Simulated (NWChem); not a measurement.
System: BSiH4OF; SMILES FBO[SiH3]

NWChem input:

```
start job
memory heap 200 mb stack 900 mb global 1100 mb
geometry units angstroms noautoz
  B     -0.250896     1.186600     0.722401
  F      1.017239     1.506768     0.472635
  H     -0.916141     1.924922     1.403915
  O     -0.765585     0.055380     0.215577
  Si    -0.116501    -1.163792    -0.752369
  H     -1.207108    -2.150018    -0.969446
  H      1.030335    -1.808268    -0.052453
  H      0.329120    -0.592206    -2.054359
end
basis spherical
  B library 6-31g*
  F library 6-31g*
  H library 6-31g*
  O library 6-31g*
  Si library 6-31g*
end
dft
  xc b3lyp
  iterations 150
  mulliken
end
task dft gradient
```

NWChem printed, in part:

```
             Northwest Computational Chemistry Package (NWChem) 7.3.0
             --------------------------------------------------------

 CS  symmetry detected

                             Geometry "geometry" -> ""
                             -------------------------

 Output coordinates in angstroms (scale by  1.889725989 to convert to a.u.)

  No.       Tag          Charge          X              Y              Z
 ---- ---------------- ---------- -------------- -------------- --------------
    1 B                    5.0000    -0.59312857     1.29324159     0.00000000
    2 F                    9.0000     0.65083316     1.76823234     0.00000000
    3 H                    1.0000    -1.51461598     2.06976755     0.00000000
    4 O                    8.0000    -0.80089374    -0.03275527     0.00000000
    5 Si                  14.0000     0.24622039    -1.35493599     0.00000000
    6 H                    1.0000    -0.61262728    -2.56801820     0.00000000
    7 H                    1.0000     1.09772610    -1.32545121     1.22251144
    8 H                    1.0000     1.09772610    -1.32545121    -1.22251144

 Effective nuclear repulsion energy (a.u.)     154.9806661074

      Symmetry information
      --------------------

 Group name             Cs
 Group number              2
 Group order               2
 No. of unique centers     7

                                 NWChem DFT Module
                                 -----------------

 Summary of "ao basis" -> "ao basis" (spherical)
 ------------------------------------------------------------------------------
       Tag                 Description            Shells   Functions and Types
 ---------------- ------------------------------  ------  ---------------------
 B                           6-31g*                  6       14   3s2p1d
 F                           6-31g*                  6       14   3s2p1d
 H                           6-31g*                  2        2   2s
 O                           6-31g*                  6       14   3s2p1d
 Si                          6-31g*                  8       18   4s3p1d

      Symmetry analysis of basis
      --------------------------

        a'         49
        a"         19

            General Information
            -------------------
          SCF calculation type: DFT
          Wavefunction type:  closed shell.
          No. of atoms     :     8
          No. of electrons :    40
           Alpha electrons :    20
            Beta electrons :    20
          Charge           :     0
          Spin multiplicity:     1
          Use of symmetry is: on ; symmetry adaption is: on
          Maximum number of iterations: 150
          AO basis - number of functions:    68
                     number of shells:    34
          Convergence on energy requested:  1.00D-06
          Convergence on density requested:  1.00D-05
          Convergence on gradient requested:  5.00D-04

              XC Information
              --------------
                         B3LYP Method XC Potential
                     Hartree-Fock (Exact) Exchange  0.200
                        Slater Exchange Functional  0.800 local
                    Becke 1988 Exchange Functional  0.720 non-local
              Lee-Yang-Parr Correlation Functional  0.810
                  VWN I RPA Correlation Functional  0.190 local

             Grid Information
             ----------------
          Grid used for XC integration:  medium
          Radial quadrature: Mura-Knowles
          Angular quadrature: Lebedev.
          Tag              B.-S. Rad. Rad. Pts. Rad. Cut. Ang. Pts.
          ---              ---------- --------- --------- ---------
          B                   0.85       49          10.0       434
          F                   0.50       49          11.0       434
          H                   0.35       45          11.0       434
          O                   0.60       49           8.0       434
          Si                  1.10       88          10.0       590
          Grid pruning is: on
          Number of quadrature shells:   370
          Spatial weights used:  Erf1

      Superposition of Atomic Density Guess
      -------------------------------------

 Sum of atomic energies:        -489.46301043

      Non-variational initial energy
      ------------------------------

 Total energy =    -490.695290
 1-e energy   =    -985.340352
 2-e energy   =     339.664396
 HOMO         =      -0.404037
 LUMO         =       0.048292

      Symmetry analysis of molecular orbitals - initial
      -------------------------------------------------

  Numbering of irreducible representations:

     1 a'          2 a"

  Orbital symmetries:

     1 a'          2 a'          3 a'          4 a'          5 a'
     6 a'          7 a'          8 a"          9 a'         10 a'
    11 a'         12 a'         13 a'         14 a"         15 a'
    16 a"         17 a'         18 a'         19 a'         20 a"
    21 a'         22 a"         23 a'         24 a"         25 a'
    26 a'         27 a'         28 a'         29 a"         30 a'

     ---------------------------------------------
      Total Density - Mulliken Population Analysis
     ---------------------------------------------

    Atom       Charge   Shell Charges
 -----------   ------   -------------------------------------------------------
    1 B    5     4.14   2.00  0.54  0.95  0.37  0.16  0.12
    2 F    9     9.48   2.00  0.95  3.45  0.98  2.09  0.01
    3 H    1     1.03   0.48  0.55
    4 O    8     8.84   2.00  0.93  3.16  0.86  1.88  0.01
    5 Si  14    13.29   2.00  2.00  5.97  0.93  1.50  0.31  0.43  0.16
    6 H    1     1.07   0.47  0.60
    7 H    1     1.07   0.47  0.60
    8 H    1     1.07   0.47  0.60

   convergence    iter        energy       DeltaE   RMS-Dens  Diis-err
 ---------------- ----- ----------------- --------- --------- ---------
 d= 0,ls=0.0,diis     1   -491.8639871099 -6.47D+02  1.59D-02  7.00D-01
 d= 0,ls=0.0,diis     2   -491.8367391779  2.72D-02  7.81D-03  1.24D+00
 d= 0,ls=0.0,diis     3   -491.9461559623 -1.09D-01  1.68D-03  2.40D-02
 d= 0,ls=0.0,diis     4   -491.9478109481 -1.65D-03  6.78D-04  7.38D-03
 d= 0,ls=0.0,diis     5   -491.9484516774 -6.41D-04  1.81D-04  5.58D-04
  Resetting Diis
 d= 0,ls=0.0,diis     6   -491.9485002617 -4.86D-05  2.66D-05  3.57D-06
 d= 0,ls=0.0,diis     7   -491.9485007739 -5.12D-07  5.16D-06  6.07D-08

         Total DFT energy =     -491.948500773897
      One electron energy =     -987.966445792229
           Coulomb energy =      386.712837645385
    Exchange-Corr. energy =      -45.675558734414
 Nuclear repulsion energy =      154.980666107361

 Numeric. integr. density =       39.999998171551

                  Occupations of the irreducible representations
                  ----------------------------------------------

                     irrep           alpha         beta
                     --------     --------     --------
                     a'               16.0         16.0
                     a"                4.0          4.0

                       DFT Final Molecular Orbital Analysis
                       ------------------------------------

 Vector   18  Occ=2.000000D+00  E=-3.581916D-01  Symmetry=a'
              MO Center= -5.8D-01,  9.7D-01, -1.5D-13, r^2= 4.0D+00
   Bfn.  Coefficient  Atom+Function         Bfn.  Coefficient  Atom+Function
  ----- ------------  ---------------      ----- ------------  ---------------
    30     -0.303240  3 H  s                 18      0.286259  2 F  py
    29     -0.242636  3 H  s                 22      0.206816  2 F  py
    17     -0.204531  2 F  px                 4     -0.200347  1 B  py
    34      0.197670  4 O  py                 3      0.186545  1 B  px
    52     -0.178589  5 Si py                63      0.141214  6 H  s

 Vector   19  Occ=2.000000D+00  E=-3.370182D-01  Symmetry=a"
              MO Center=  2.9D-01, -7.3D-01, -6.7D-14, r^2= 2.9D+00
   Bfn.  Coefficient  Atom+Function         Bfn.  Coefficient  Atom+Function
  ----- ------------  ---------------      ----- ------------  ---------------
    35      0.386686  4 O  pz                39      0.296765  4 O  pz
    53     -0.278288  5 Si pz                66     -0.264823  7 H  s
    68      0.264823  8 H  s                 65     -0.203228  7 H  s
    67      0.203228  8 H  s                 19     -0.129179  2 F  pz
    49      0.113172  5 Si pz                 5      0.100152  1 B  pz

 Vector   20  Occ=2.000000D+00  E=-3.325055D-01  Symmetry=a'
              MO Center= -3.7D-01, -5.5D-01,  6.8D-14, r^2= 3.5D+00
   Bfn.  Coefficient  Atom+Function         Bfn.  Coefficient  Atom+Function
  ----- ------------  ---------------      ----- ------------  ---------------
    33      0.419370  4 O  px                37      0.288107  4 O  px
    51     -0.255885  5 Si px                64      0.239347  6 H  s
    30      0.183931  3 H  s                 63      0.176840  6 H  s
    66     -0.142638  7 H  s                 68     -0.142638  8 H  s
    36     -0.133801  4 O  s                 17      0.129047  2 F  px

[...]

                         DFT ENERGY GRADIENTS

    atom               coordinates                        gradient
                 x          y          z           x          y          z
   1 B      -1.120850   2.443872   0.000000    0.007138  -0.005605   0.000000
   2 F       1.229896   3.341475   0.000000   -0.005453  -0.003253   0.000000
   3 H      -2.862209   3.911294   0.000000   -0.004437   0.003965   0.000000
   4 O      -1.513470  -0.061898   0.000000    0.001780   0.007752   0.000000
   5 Si      0.465289  -2.560458   0.000000    0.000580  -0.002791   0.000000
   6 H      -1.157698  -4.852851   0.000000   -0.001537  -0.001600   0.000000
   7 H       2.074402  -2.504740   2.310212    0.000965   0.000766   0.001941
   8 H       2.074402  -2.504740  -2.310212    0.000965   0.000766  -0.001941
```

Level: B3LYP/6-31G* (spherical d). Coordinates come from a PBE0/def2-SVP optimisation.
